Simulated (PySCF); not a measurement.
CH6BeSSi, singlet, geometry from GFN2-xTB (such geometries of metal compounds can be far from the true shape), with bond 6-3 at 1.8 times its length; CASSCF(6,4)/STO-3G (PySCF).

Here is a job for PySCF.
```python
from pyscf import gto, scf, mcscf
import numpy

mol = gto.Mole()
mol.atom = '''
    Be    0.284665    0.129023    0.282748
    S    -0.080228   -0.525035   -1.467995
    C    -1.837602   -0.871155   -1.830388
    H    -2.196396   -1.659621   -1.177072
    H    -1.876810   -1.197159   -2.865456
    H    -2.894547    0.754278   -1.597318
    Si    1.003016    0.896297    2.196106
    H     0.576460    0.162917    3.395625
    H     0.593543    2.261810    2.550902
    H     2.456381    0.963433    2.390668
'''
mol.basis = 'sto-3g'
mol.charge = 0
mol.spin = 0
mol.verbose = 4
mol.build()

mf = scf.RHF(mol)
mf.kernel()
mc = mcscf.CASSCF(mf, 4, 6)
mc.fix_spin_(ss=0.0)
mc.kernel()
occ = numpy.linalg.eigvalsh(mc.fcisolver.make_rdm1(mc.ci, mc.ncas, mc.nelecas))[::-1]
ss = mc.fcisolver.spin_square(mc.ci, mc.ncas, mc.nelecas)[0]
print('natural occupations', occ.round(4), ' <S^2>', round(ss, 4))
```

The log (banner, timings and long lists left out):

```
PySCF version 2.14.0

[INPUT] verbose = 4
[INPUT] num. atoms = 10
[INPUT] num. electrons = 46
[INPUT] charge = 0
[INPUT] spin (= nelec alpha-beta = 2S) = 0
[INPUT] symmetry False subgroup None
[INPUT] Mole.unit = angstrom
[INPUT] Symbol           X                Y                Z      unit          X                Y                Z       unit  Magmom
[...]
nuclear repulsion = 149.774873249347
number of shells = 22
number of NR pGTOs = 102
number of NR cGTOs = 34
basis = sto-3g
ecp = {}

******** <class 'pyscf.scf.hf.RHF'> ********
method = RHF
initial guess = minao
damping factor = 0
level_shift factor = 0
DIIS = <class 'pyscf.scf.diis.CDIIS'>
diis_start_cycle = 1
diis_space = 8
diis_damp = 0
SCF conv_tol = 1e-09
SCF conv_tol_grad = None
SCF max_cycles = 50
direct_scf = True
direct_scf_tol = 1e-13
Set gradient conv threshold to 3.16228e-05
Initial guess from minao.
init E= -733.452302231854
[...]
cycle= 1 E= -733.896970645058  delta_E= -0.445  |g|= 0.335  |ddm|= 3.51
[...]
cycle= 2 E= -733.950126253242  delta_E= -0.0532  |g|= 0.143  |ddm|= 0.789
[...]
cycle= 3 E= -733.95809550943  delta_E= -0.00797  |g|= 0.036  |ddm|= 0.235
[...]
cycle= 4 E= -733.958945732368  delta_E= -0.00085  |g|= 0.00995  |ddm|= 0.0954
[...]
cycle= 5 E= -733.959012946889  delta_E= -6.72e-05  |g|= 0.00245  |ddm|= 0.0233
[...]
cycle= 6 E= -733.959020140791  delta_E= -7.19e-06  |g|= 0.000513  |ddm|= 0.00922
[...]
cycle= 7 E= -733.959020518324  delta_E= -3.78e-07  |g|= 9.13e-05  |ddm|= 0.00241
[...]
cycle= 8 E= -733.959020527273  delta_E= -8.95e-09  |g|= 2.52e-05  |ddm|= 0.000342
[...]
cycle= 9 E= -733.959020528152  delta_E= -8.79e-10  |g|= 6.85e-06  |ddm|= 0.000104
[...]
Extra cycle  E= -733.959020528206  delta_E= -5.37e-11  |g|= 3.44e-06  |ddm|= 1.95e-05
converged SCF energy = -733.959020528206

******** <class 'pyscf.mcscf.mc1step.CASSCF'> ********
CAS (3e+3e, 4o), ncore = 20, nvir = 10
max_cycle_macro = 50
max_cycle_micro = 4
conv_tol = 1e-07
conv_tol_grad = None
orbital rotation max_stepsize = 0.02
orbital rotation threshold for CI restart = 0.01
augmented hessian ah_max_cycle = 30
augmented hessian ah_conv_tol = 1e-12
augmented hessian ah_linear dependence = 1e-14
augmented hessian ah_level shift = 1e-08
augmented hessian ah_start_tol = 2.5
augmented hessian ah_start_cycle = 3
augmented hessian ah_grad_trust_region = 3
kf_trust_region = 3
kf_interval = 4
ci_response_space = 4
ci_grad_trust_region = 3
with_dep4 0
natorb = False
canonicalization = True
sorting_mo_energy = False
ao2mo_level = 2
internal_rotation = False
******** <class 'pyscf.fci.addons.SpinPenaltyFCISolver'> ********
max. cycles = 50
conv_tol = 1e-08
davidson only = True
linear dependence = 1e-12
level shift = 0.001
max iter space = 12
nroots = 1
pspace_size = 400
spin = None
CASCI E = -733.966692771271  S^2 = 0.0000000
Set conv_tol_grad to 0.000316228
macro iter   1 ( 21 JK    4 micro), CASSCF E = -734.016341952146  dE = -4.96491809e-02  S^2 = 0.0000000
               |grad[o]|=0.0233  |grad[c]|=0.0289  |ddm|=0.138  |maxRot[o]|=0.306
macro iter   2 ( 21 JK    4 micro), CASSCF E = -734.043076783459  dE = -2.67348313e-02  S^2 = 0.0000000
               |grad[o]|=0.059  |grad[c]|=0.0463  |ddm|=0.0448  |maxRot[o]|= 0.21
macro iter   3 ( 20 JK    4 micro), CASSCF E = -734.044596866388  dE = -1.52008293e-03  S^2 = 0.0000000
               |grad[o]|=0.0199  |grad[c]|=0.027  |ddm|=0.00588  |maxRot[o]|=0.275
macro iter   4 (  9 JK    3 micro), CASSCF E = -734.044635022194  dE = -3.81558065e-05  S^2 = 0.0000000
               |grad[o]|=0.00452  |grad[c]|=0.00112  |ddm|=0.00122  |maxRot[o]|=0.0609
macro iter   5 (  7 JK    2 micro), CASSCF E = -734.044638077572  dE = -3.05537787e-06  S^2 = 0.0000000
               |grad[o]|=0.00118  |grad[c]|=0.000451  |ddm|=0.000499  |maxRot[o]|=0.0699
macro iter   6 (  7 JK    2 micro), CASSCF E = -734.044641864557  dE = -3.78698462e-06  S^2 = 0.0000000
               |grad[o]|=0.00108  |grad[c]|=0.000518  |ddm|=0.000693  |maxRot[o]|=0.0699
[...]
macro iter  32 (  7 JK    2 micro), CASSCF E = -734.044887777652  dE = -6.81983761e-06  S^2 = 0.0000000
               |grad[o]|=0.00157  |grad[c]|=0.00263  |ddm|=0.00146  |maxRot[o]|=0.0601
macro iter  33 (  7 JK    2 micro), CASSCF E = -734.044891539774  dE = -3.76212188e-06  S^2 = 0.0000000
               |grad[o]|=0.000784  |grad[c]|=0.00489  |ddm|=0.00123  |maxRot[o]|=0.0647
macro iter  34 (  7 JK    2 micro), CASSCF E = -734.044893625087  dE = -2.08531276e-06  S^2 = 0.0000000
               |grad[o]|=0.000399  |grad[c]|=0.00486  |ddm|=0.000689  |maxRot[o]|=0.0621
macro iter  35 (  7 JK    2 micro), CASSCF E = -734.044895003766  dE = -1.37867937e-06  S^2 = 0.0000000
               |grad[o]|=0.000302  |grad[c]|=0.00325  |ddm|=0.00049  |maxRot[o]|=0.0535
macro iter  36 (  7 JK    2 micro), CASSCF E = -734.044896594384  dE = -1.59061790e-06  S^2 = 0.0000000
               |grad[o]|=0.000577  |grad[c]|=0.00244  |ddm|=0.000342  |maxRot[o]|=0.0517
macro iter  37 ( 17 JK    4 micro), CASSCF E = -734.044887328683  dE =  9.26570090e-06  S^2 = 0.0000000
               |grad[o]|=0.000616  |grad[c]|=0.00714  |ddm|=0.00565  |maxRot[o]|=0.111
macro iter  38 ( 17 JK    4 micro), CASSCF E = -734.044891495009  dE = -4.16632577e-06  S^2 = 0.0000000
               |grad[o]|=0.001  |grad[c]|=0.000354  |ddm|=0.000362  |maxRot[o]|=0.0267
macro iter  39 (  7 JK    2 micro), CASSCF E = -734.044895567317  dE = -4.07230880e-06  S^2 = 0.0000000
               |grad[o]|=0.000509  |grad[c]|=0.000841  |ddm|=0.00055  |maxRot[o]|=0.0382
macro iter  40 (  7 JK    2 micro), CASSCF E = -734.044899406964  dE = -3.83964664e-06  S^2 = 0.0000000
               |grad[o]|=0.000362  |grad[c]|=0.00121  |ddm|=0.00103  |maxRot[o]|=0.0517
macro iter  41 (  7 JK    2 micro), CASSCF E = -734.044901910542  dE = -2.50357800e-06  S^2 = 0.0000000
               |grad[o]|=0.000266  |grad[c]|=0.00154  |ddm|=0.0014  |maxRot[o]|=0.0598
macro iter  42 (  5 JK    1 micro), CASSCF E = -734.044902477215  dE = -5.66673179e-07  S^2 = 0.0000000
               |grad[o]|=0.000125  |grad[c]|=0.000734  |ddm|=0.000325  |maxRot[o]|=0.0363
macro iter  43 (  4 JK    1 micro), CASSCF E = -734.044903401300  dE = -9.24084702e-07  S^2 = 0.0000000
               |grad[o]|=0.000251  |grad[c]|=0.000282  |ddm|=5.77e-05  |maxRot[o]|=0.0193
macro iter  44 (  7 JK    2 micro), CASSCF E = -734.044906459605  dE = -3.05830520e-06  S^2 = 0.0000000
               |grad[o]|=0.000637  |grad[c]|=0.00343  |ddm|=0.000352  |maxRot[o]|=0.0686
macro iter  45 (  7 JK    2 micro), CASSCF E = -734.044908456791  dE = -1.99718602e-06  S^2 = 0.0000000
               |grad[o]|=0.000397  |grad[c]|=0.00408  |ddm|=0.000233  |maxRot[o]|=0.0692
macro iter  46 (  7 JK    2 micro), CASSCF E = -734.044909768187  dE = -1.31139552e-06  S^2 = 0.0000000
               |grad[o]|=0.00035  |grad[c]|=0.00439  |ddm|=0.000143  |maxRot[o]|=0.0696
macro iter  47 (  6 JK    1 micro), CASSCF E = -734.044910157746  dE = -3.89559773e-07  S^2 = 0.0000000
               |grad[o]|=0.000165  |grad[c]|=0.00147  |ddm|=5.04e-05  |maxRot[o]|=0.0404
macro iter  48 (  7 JK    2 micro), CASSCF E = -734.044913451751  dE = -3.29400496e-06  S^2 = 0.0000000
               |grad[o]|=0.000333  |grad[c]|=0.00511  |ddm|=0.000367  |maxRot[o]|=0.0635
macro iter  49 ( 10 JK    2 micro), CASSCF E = -734.044912958476  dE =  4.93275138e-07  S^2 = 0.0000000
               |grad[o]|=0.000481  |grad[c]|=0.000714  |ddm|=0.000114  |maxRot[o]|=0.0235
macro iter  50 ( 19 JK    4 micro), CASSCF E = -734.044910699656  dE =  2.25882059e-06  S^2 = 0.0000000
               |grad[o]|=0.00123  |grad[c]|=0.00144  |ddm|=0.00023  |maxRot[o]|=0.0593
1-step CASSCF not converged,  50 macro (467 JK 116 micro) steps
CASSCF canonicalization
Density matrix diagonal elements [1.95372145 1.96590966 1.80126083 0.27910805]
CASSCF energy = -734.044910699656
CASCI E = -734.044910699656  E(CI) = -8.97746716429538  S^2 = 0.0000000
natural occupations [1.9999 1.9997 1.7217 0.2786]  <S^2> 0.0
```

Convergence was not reached.
